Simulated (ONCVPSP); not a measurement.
## Before and after: ONCV potential for tantalum

ONCVPSP 4.0.1 input, shortened (lines: element, Z, core and valence counts, functional; n l f; lmax; l rc ep ncon nbas qcut; lloc lpopt rc5 dvloc0; l nproj debl; icmod fcfact rcfact), PBEsol, fully relativistic:

```
  Ta 73.00   12    2  -116133      upf
    1    0    2.00
    2    0    2.00
    2    1    6.00
    3    0    2.00
    3    1    6.00
    3    2   10.00
    4    0    2.00
    4    1    6.00
    4    2   10.00
    4    3   14.00
    5    0    2.00
    5    1    6.00
    5    2    3.00
    6    0    2.00
    2
    0    2.65    0.00    3    7    2.50
    1    2.65    0.06    4    7    2.60
    2    2.95    0.00    4    9    5.90
    0    5    2.65    0.00
    0    0    0.90
    1    2    3.40
    2    1    2.50
    2    0.45    0.90
```

Open shells are filled in proportion to 2j + 1.

In the p channel the program set the typed energies aside and used 0.050, 3.450 Ha (j = l + 1/2; the other j can differ).

All-electron outer shells of the reference configuration (PBEsol, scalar-relativistic, ld1.x):

```json
{"shell": "4f", "level (eV)": "-24.73", "outermost node (bohr)": "–", "outermost maximum (bohr)": "0.44"}
{"shell": "6s", "level (eV)": "-5.47", "outermost node (bohr)": "1.32", "outermost maximum (bohr)": "2.78"}
{"shell": "5d", "level (eV)": "-3.62", "outermost node (bohr)": "0.65", "outermost maximum (bohr)": "1.58"}
```

Change: all radii but the core radius scaled by about 1.33 (s 3.52, p 3.52, d 3.92 bohr).

Cutoffs: the cutoffs (Ha) at which the residual kinetic energy of the hardest occupied pseudo-wave falls to 1 and 0.1 mHa per electron; they do not see the model core or the augmentation charge, which bear on the density cutoff. Errors are all-electron minus pseudo energies relative to the spin-unpolarised reference configuration.

Question: Predict the effect on cutoff, ghosts and configuration errors.

Answer: The potential gets softer (11 Ha and 13 Ha → 7.9 Ha and 9.4 Ha); of the 4 tests that both files solve, the error grows in 3 and shrinks in 0 by more than 15 % and 0.3 meV (median size 11.3 → 75.9 meV); neither file shows a bound ghost. A larger radius leaves more room for a smooth pseudo-wave, so fewer plane waves are needed. More of the atom is replaced by a form fitted at one configuration, so other configurations suffer.

| quantity | base | changed |
| --- | --- | --- |
| cutoff, loose | 11 Ha | 7.9 Ha |
| cutoff, tight | 13 Ha | 9.4 Ha |
| loose cutoff by channel | s 2.8 Ha, d 11 Ha | s 2.2 Ha, d 7.9 Ha |
| bound ghosts | none | none |
| GHOST(+) flags under 300 eV | none | none |
| error for 5d3 6s1, meV [ΔE 8.51 eV] | -0.6 | -0.7 |
| error for 5d3 6s0, meV [ΔE 23.49 eV] | -11 | -78 |
| error for 5d2 6s0, meV [ΔE 47.09 eV] | -173 | -335 |
| error for 5d3 6s0 6p2, meV [ΔE 8.59 eV] | -12 | -73 |
| rms error of d²Exc/dni dnj with the model core, mHa | 3.87 | 4.06 |

Base: The cutoffs count occupied waves only; projector 2 of the p channel, the hardest unoccupied one, needs 30 Ha at the loose tolerance. These tests converged, but a pseudo level misses the all-electron one widely, so the file describes the atom poorly there or has found another state: 5d3 6s0 6p2: empty 6s by 11.1 eV. Changed file: These tests converged, but a pseudo level misses the all-electron one widely, so the file describes the atom poorly there or has found another state: 5d3 6s0 6p2: empty 6s by 11.1 eV.
